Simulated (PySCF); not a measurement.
Compound: C2H10BOP.
InChI=1S/C2H10BOP/c1-4(2)3-5/h3,5H2,1-2H3

Torsions of this conformer, `[CH3:1][O+:2]([CH3:3])[BH2-:4][PH2:5]`: C1–O2–B4–P5 164°, H–P5–B4–O2 -109°, H–P5–B4–O2 154°.

The closed-shell ground state was solved at several levels (PySCF, density fitting, gas phase, non-relativistic). One conformer (not necessarily the lowest) at the PBE0-D3(BJ)/def2-SVP geometry, without solvent, vibrations or thermal averaging.

```csv
level,basis functions,HOMO (eV),LUMO (eV),gap (eV),dipole (D)
PBE0/def2-SVP,124,-6.05,1.04,7.09,5.03
BLYP/pcSseg-1,142,-4.89,-0.08,4.81,4.97
B97-D/pcSseg-1,142,-5.00,-0.01,4.99,5.00
PBE0/aug-cc-pVDZ,209,-6.20,-0.35,5.85,4.91
PBE0/pcSseg-1,142,-6.17,0.74,6.91,5.08
HF/pcSseg-1,142,-8.64,3.69,12.33,5.45
PBE0/6-31G*,94,-6.01,1.34,7.35,5.03
"PBE0/6-311+G(2d,p)",203,-6.21,-0.08,6.13,4.95
```

Estimate the row for LC-wPBE/pcSseg-1, a basis of 142 functions; the other rows only guide the guess.

HOMO -8.79 eV, LUMO 2.95 eV, gap 11.74 eV, dipole 5.21 D.

Over all these levels, which gives the widest orbital gap and which the narrowest?

HF/pcSseg-1 (Hartree–Fock, all exact exchange) has the widest, 12.33 eV, and BLYP/pcSseg-1 (GGA) the narrowest, 4.81 eV. The two share the basis. From the narrowest to the widest the HOMO moves by -3.75 eV and the LUMO by +3.77 eV.

How much does the basis alone move the frontier levels among the 5 PBE0 rows?

The HOMO by 0.20 eV and the LUMO by 1.69 eV. By rising basis size (HOMO, LUMO in eV): 6-31G* -6.01, 1.34; def2-SVP -6.05, 1.04; pcSseg-1 -6.17, 0.74; 6-311+G(2d,p) -6.21, -0.08; aug-cc-pVDZ -6.20, -0.35.

In the pcSseg-1 basis, how does the gap go with the fixed share of exact exchange?

BLYP (0 %) 4.81 eV; B97-D (0 %) 4.99 eV; PBE0 (25 %) 6.91 eV; HF (100 %) 12.33 eV. Each rise in the share widens the gap here.

How far do the dipole and the HOMO energy spread over the levels?

The dipole runs from 4.91 to 5.45 D (mean 5.07 D) and the HOMO from -8.79 to -4.89 eV.
